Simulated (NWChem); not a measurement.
Molecule: GaCl3; SMILES [Cl][Ga]([Cl])[Cl]

```xyz
4

Ga     0.0000     0.0000     0.0000
Cl    -2.0402     0.5821     0.0000
Cl     1.5242     1.4759     0.0000
Cl     0.5160    -2.0579     0.0000
```
Atoms are numbered in this order, from 1.

Coordinates come from a PBE0/def2-SVP optimisation.

List the 4 lowest vertical singlet excitations from PBE/def2-SVPD, TDA (NWChem).


```
state  energy (eV)  oscillator strength  leading excitation (squared amplitude)
-----  -----------  -------------------  --------------------------------------
S1            5.08                0.000                      HOMO → LUMO (1.00)
S2            5.38                0.000                    HOMO−1 → LUMO (0.99)
S3            5.38                0.000                    HOMO−2 → LUMO (0.99)
S4            5.51                0.034                    HOMO−3 → LUMO (0.94)
```
